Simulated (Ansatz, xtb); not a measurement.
## CH3I: where a starting geometry ends

The starting geometry of this gas-phase singlet has its atoms placed at random.

```yaml
atoms:
  - { symbol: C, position_ang: [-1.4286, 0.8895, 0.3971] }
  - { symbol: I, position_ang: [0.8209, -0.2466, 0.4049] }
  - { symbol: H, position_ang: [0.5780, 0.6005, -0.7610] }
  - { symbol: H, position_ang: [-1.0027, 0.1462, 1.7083] }
  - { symbol: H, position_ang: [-1.3054, -1.1459, -0.2153] }
```

Problem. Guess where an optimisation with r2SCAN-D4/def2-SVP ends from this start.

Solution. It ends as a structure with I2 bridging C1 and H3, given below by its coordinates. Distances that change by over a tenth: I2–H3 (1.46 → 1.69 Å). Contacts that close: C1–I2 (2.52 → 2.09 Å), C1–H4 (1.57 → 1.10 Å), C1–H5 (2.13 → 1.10 Å).

The energy falls by 6.54 eV over 15 steps:

```json
{"step": "1", "E − E(last) (eV)": "6.544"}
{"step": "3", "E − E(last) (eV)": "2.259"}
{"step": "4", "E − E(last) (eV)": "0.799"}
{"step": "6", "E − E(last) (eV)": "0.346"}
{"step": "7", "E − E(last) (eV)": "0.211"}
{"step": "9", "E − E(last) (eV)": "0.038"}
{"step": "10", "E − E(last) (eV)": "0.010"}
{"step": "12", "E − E(last) (eV)": "0.002"}
{"step": "13", "E − E(last) (eV)": "0.000"}
{"step": "15", "E − E(last) (eV)": "0.000"}
```

Final geometry (Å):

```yaml
atoms:
  - { symbol: C, position_ang: [-1.2478, 0.1093, 0.4957] }
  - { symbol: I, position_ang: [0.7862, -0.2657, 0.1987] }
  - { symbol: H, position_ang: [1.1586, 0.9035, -0.9702] }
  - { symbol: H, position_ang: [-1.3104, 0.3466, 1.5691] }
  - { symbol: H, position_ang: [-1.7244, -0.8500, 0.2407] }
```

From the same start GFN2-xTB reaches the same bonding as this run.

From so rough a start the end depends on the optimiser's path, so another program may land elsewhere. The end wasn't checked by frequencies. Atoms past krypton carry core potentials, without spin–orbit terms. Run with Ansatz 0.2.0, 25 s on 1 thread of Arm Neoverse V2 (shared host).
